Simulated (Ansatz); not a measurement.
`[O]=[Mo](=[O])([F])[Cl]`. Charge 0, multiplicity 1. Correlated methods include outer-core shells of Mo, which these sets cover unevenly. Mo takes the def2 core potential.

Cartesian coordinates in Å:
```
O -0.6989 -1.5140 -0.3365
Mo -0.0787 0.0026 -0.0536
O 0.1946 0.6890 -1.5431
F -1.2863 1.0109 0.8932
Cl 1.8693 -0.1885 1.0400
```

(1) Give the diagnostics of a CCSD(T)/def2-TZVPP run (frozen core, the Gaussian-basis code of Ansatz). (An estimate is asked.)

Answers

(1) Computed: T1 = 0.0244, largest single amplitude 0.055, largest double 0.041, (T) share of the correlation energy 5.8 %, 14 CCSD cycles. The RHF solution is stable towards an unrestricted one. T1 lies over the customary mark of 0.02 for closed shells; compounds of d metals often pass it without a breakdown.
